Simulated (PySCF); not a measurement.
These are B3LYP-D3(BJ)/def2-TZVP // TPSS-D3(BJ)/def2-SVP in PySCF 2.14.0 values and carry that method's errors. Gas-phase values, no solvent. B3LYP has the VWN-RPA correlation part, as in Gaussian. 

Reference species: [Ti(Cl)4] (neutral, multiplicity 1).

```
Property                                                       Result
------------------------------------------------------------  -------
coordination number                                                 4
mean distance from the central atom to its bonded neighbours  2.173 Å
```

Changed species: [Ti(Cl)2(F)2] (2 of 4 Cl replaced by F; the reference has 0 of 4 Cl replaced by F).

Predict the effect on the coordination number and mean distance from the central atom to its bonded neighbours.

the coordination number is nearly the same; the mean distance from the central atom to its bonded neighbours drops by 0.213 Å, to 1.960 Å.
